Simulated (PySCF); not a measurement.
C4H2Br2, SMILES C#C/C(Br)=C\Br. The structure is a stationary point at PBE-D3(BJ)/def2-SVP. The structure was generated by enumeration; whether it is a known compound was not checked.

Computed equilibrium geometry at PBE-D3(BJ)/def2-SVP (PySCF confirms it by a frequency run) as Cartesian coordinates in Å, and its point group:
point group Cs.
```xyz
8

C      2.8217    -0.1810     0.0000
C      1.6009    -0.2984     0.0000
C      0.1986    -0.4619     0.0000
Br    -0.4269    -2.2790     0.0000
C     -0.7398     0.5202     0.0000
Br    -0.2979     2.3445     0.0000
H      3.8971    -0.0686     0.0000
H     -1.8166     0.3032     0.0000
```
